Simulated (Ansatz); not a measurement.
Consider the redistribution: `[Cl][Zr]([Cl])([Cl])[Br]` + `[CH3][AlH][CH3]` → `[CH3][Zr]([Cl])([Cl])[Cl]` + `[CH3][AlH][Br]`.

Program: Ansatz. Geometries: PBE0-D4/def2-TZVP. ΔE: electronic, gas phase. CBS: MP2 limit from def2 TZ/QZ plus the TZ coupled-cluster correction, frozen cores. Functionals use def2-TZVPP. Elements past krypton have def2 core potentials. For Br, Zr outer-core shells are correlated without core-valence functions, which leaves a few kJ/mol of doubt a bond. Scalar relativity is left out up to krypton.

```
   level  ΔE (kcal/mol)
 ωB97M-V            4.5
PBE-QIDH            5.5
```

**Question.** What does CCSD(T)/CBS give? (Estimate.)

**Answer.** Computed: +4.9 kcal/mol. The listed levels differ from it by -0.4, 0.6 kcal/mol.

Largest T1 diagnostic among the species: 0.015.

From BLYP to BHLYP (50 % exact exchange), in def2-TZVPP and without D4, ΔE moves by −1.6 kcal/mol. At CCSD(T), def2-SVP lies +1.1 kcal/mol from the extrapolated value and def2-TZVPP +0.5 kcal/mol.
